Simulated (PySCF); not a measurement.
silole (C4H6Si), singlet, geometry from GFN2-xTB. Base run: MP2/STO-3G (PySCF).

Input for PySCF:
```python
from pyscf import gto, scf, mp

mol = gto.M(
    atom='''
C    -1.20638586    0.78574789   -0.41109095
C     0.02710569    1.29088450   -0.29376265
Si    1.21355663   -0.07286224    0.24738050
C    -0.23813991   -1.27821395    0.25074385
C    -1.35277056   -0.63209551   -0.11058672
H    -2.07420278    1.35899959   -0.70866783
H     0.24603893    2.32689193   -0.49207049
H     1.78955600    0.14895981    1.57457124
H     2.23200545   -0.39041535   -0.75478595
H    -0.23451069   -2.32758409    0.49442049
H    -2.32753594   -1.09471811   -0.18861565
''',
    basis='sto-3g',
    verbose=5,
)

mf = scf.RHF(mol)
mf.kernel()

pt = mp.MP2(mf, frozen=9)
pt.kernel()
print('E(MP2) = %.10f' % pt.e_tot)
mf.analyze()
```

Variants of this job, named by their change:

```tsv
change	basis functions	E (Eh)	MP2 correlation (Eh)	SCF-reference HOMO (eV)	SCF-reference HOMO-LUMO gap (eV)	SCF-reference dipole (D)
base	35	-438.93871	-0.27856	-6.61	13.28	0.84
basis = pcseg-0	61	-443.43679	-0.40730	-8.87	11.11	0.07
basis = 6-31G	61	-444.13231	-0.39999	-8.56	11.08	0.23
basis = 3-21G	61	?	?	-8.63	?	?
basis = def2-SV(P)	86	-444.20466	-0.57066	-8.74	11.06	0.24
basis = 6-31G*	86	-444.40834	-0.57282	-8.50	11.09	0.31
basis = pcseg-1	104	?	?	-8.71	?	?
basis = pc-1	104	-444.41864	-0.61310	-8.73	10.86	0.13
basis = cc-pVDZ	104	-444.48108	-0.61771	-8.61	11.04	0.34
basis = def2-SVP	104	-444.26512	-0.61463	-8.71	11.04	0.25
basis = 6-31+G*	?	?	?	?	?	0.24
basis = cc-pV(D+d)Z	109	-444.48929	-0.61726	-8.61	11.02	0.34
basis = 6-311G**	?	?	?	-8.63	?	?
```

Task: What belongs in the gaps?

Result: 
- basis = 3-21G, E (Eh): -441.86011
- basis = 3-21G, MP2 correlation (Eh): -0.40162
- basis = 3-21G, SCF-reference HOMO-LUMO gap (eV): 11.18
- basis = 3-21G, SCF-reference dipole (D): 0.19
- basis = pcseg-1, E (Eh): -444.40013
- basis = pcseg-1, MP2 correlation (Eh): -0.61087
- basis = pcseg-1, SCF-reference HOMO-LUMO gap (eV): 10.84
- basis = pcseg-1, SCF-reference dipole (D): 0.15
- basis = 6-31+G*, basis functions: 106
- basis = 6-31+G*, E (Eh): -444.42098
- basis = 6-31+G*, MP2 correlation (Eh): -0.57855
- basis = 6-31+G*, SCF-reference HOMO (eV): -8.65
- basis = 6-31+G*, SCF-reference HOMO-LUMO gap (eV): 10.41
- basis = 6-311G**, basis functions: 134
- basis = 6-311G**, E (Eh): -444.54368
- basis = 6-311G**, MP2 correlation (Eh): -0.64789
- basis = 6-311G**, SCF-reference HOMO-LUMO gap (eV): 10.94
- basis = 6-311G**, SCF-reference dipole (D): 0.26

Totals compare only among sets that treat the same electrons; sets with core potentials leave the core out.
